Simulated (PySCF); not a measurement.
SMILES [SiH3]c1cccc(Cl)c1 (C6H7ClSi) (GFN2-xTB optimised geometry):

```
15

Si    -1.686    -2.046     0.019
C     -0.740    -0.409     0.000
C     -1.398     0.817     0.001
C     -0.694     2.007     0.001
C      0.690     2.001     0.000
C      1.351     0.783     0.000
Cl     3.084     0.757    -0.001
C      0.651    -0.409     0.000
H     -1.084    -2.950    -0.962
H     -3.084    -1.780    -0.321
H     -1.594    -2.631     1.359
H     -2.478     0.838     0.000
H     -1.221     2.950     0.001
H      1.250     2.923    -0.001
H      1.192    -1.344    -0.001
```

Method: PBE/def2-TZVP (PySCF).

Problem. What are the frontier orbital energies and the dipole moment?

Solution. HOMO-2 -7.40 eV, HOMO-1 -6.71 eV, HOMO -6.20 eV, LUMO -1.80 eV, LUMO+1 -1.52 eV; dipole moment 1.35 D.

Meta-Löwdin charges at PBE/def2-TZVP: Si1 0.43, C2 -0.20, C3 -0.12, C4 -0.11, C5 -0.13, C6 0.02, Cl7 -0.05, C8 -0.12, H9 -0.08, H10 -0.08, H11 -0.08, H12 0.12, H13 0.13, H14 0.14, H15 0.13.
